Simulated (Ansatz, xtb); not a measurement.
**Two isomers of C5H7NOS**

Structure X is `COc1nscc1C`, a singlet and structure Y is `CSc1ncc(C)o1`, a singlet. Both are isolated molecules in the gas phase, relaxed with B3LYP/def2-SVP; the shapes shown needn't be the lowest conformers.

X (Å):

```xyz
15

C     0.9568    2.2206   -0.6582
C     1.7665    0.0560   -0.1951
C     2.5066   -1.9892    0.5008
C     2.3078   -1.2175   -0.6134
C     2.5831   -1.5726   -2.0435
N     1.5686    0.2515    1.0847
O     1.4874    0.9864   -1.1224
S     2.0321   -1.1261    1.9236
H     0.0045    2.0667   -0.1256
H     0.7963    2.8414   -1.5493
H     1.6577    2.7186    0.0309
H     2.9025   -3.0044    0.5443
H     2.9877   -2.5908   -2.1343
H     3.3058   -0.8713   -2.4924
H     1.6645   -1.5093   -2.6498
```

Y (Å):

```xyz
15

C     0.7049    2.3758    1.0977
C     1.9534    0.4891   -0.3907
C     1.2529   -1.4604   -0.8329
C     2.4633   -1.3371   -1.4442
C     3.3194   -2.2114   -2.2843
N     0.9392   -0.2846   -0.1629
O     2.9216   -0.0680   -1.1573
S     2.2403    2.1331    0.1490
H     0.7586    3.3973    1.4984
H    -0.1717    2.2696    0.4453
H     0.6399    1.6492    1.9182
H     0.5844   -2.3199   -0.8307
H     3.5003   -1.7665   -3.2773
H     2.8297   -3.1849   -2.4269
H     4.3030   -2.3844   -1.8159
```

Quicker runs give these differences E(Y) − E(X): GFN2-xTB −0.077 eV; HF/STO-3G −0.589 eV (at GFN2-xTB geometries); r2SCAN-D4/def2-SVP −0.138 eV (at GFN2-xTB geometries).

Question: Estimate E(Y) − E(X) at the level CCSD(T)/def2-SVP + ΔMP2/def2-TZVPP.

Answer: Too close to call at this level: CCSD(T)/def2-SVP + ΔMP2/def2-TZVPP gives E(Y) − E(X) = +0.008 eV.

How the difference moves with the method:

| level | geometry | E(Y) − E(X) (eV) | departure from the last row (eV) | job, with rough time for the two |
| --- | --- | --- | --- | --- |
| GFN2-xTB | GFN2-xTB | −0.077 | −0.086 | optimisation, 0.15 s |
| HF/STO-3G | GFN2-xTB | −0.589 | −0.598 | single point, 0.44 s |
| r2SCAN-D4/def2-SVP | GFN2-xTB | −0.138 | −0.146 | single point, 4.2 s |
| B3LYP/def2-SVP | B3LYP/def2-SVP | −0.182 | −0.191 | optimisation, 38 s |
| HF/def2-SVP | B3LYP/def2-SVP | −0.226 | −0.235 | part of the CCSD(T) run |
| MP2/def2-SVP | B3LYP/def2-SVP | −0.154 | −0.163 | part of the CCSD(T) run |
| CCSD(T)/def2-SVP | B3LYP/def2-SVP | −0.170 | −0.179 | single point |
| CCSD(T)/def2-SVP + ΔMP2/def2-TZVPP | B3LYP/def2-SVP | +0.008 |  | single point, 1.9 min |

As drawn, Y has 2 C–S, 1 C∷N, 2 C∷O in place of 2 C–O, 1 N∷S, 1 C∷S, 1 C∷C (∷ is an aromatic bond).

The largest departure from CCSD(T)/def2-SVP + ΔMP2/def2-TZVPP is that of HF/STO-3G, 0.598 eV. The last row adds to CCSD(T) the change of the MP2 difference between the two basis sets, here +0.179 eV, a large step that makes the value less sure.

With thermal terms from frequencies at re-optimised GFN2-xTB minima (ideal gas, soft modes damped towards free rotors, one conformer each, 298.15 K, 1 atm): the zero-point term adds −0.008 eV; ΔH is +0.009 and ΔG −0.021 eV.

The correlated steps freeze 12 core orbitals. Codes used: Ansatz 0.2.0, xtb 6.7.1; the last row on 4 threads of Arm Neoverse V1 on a shared host.
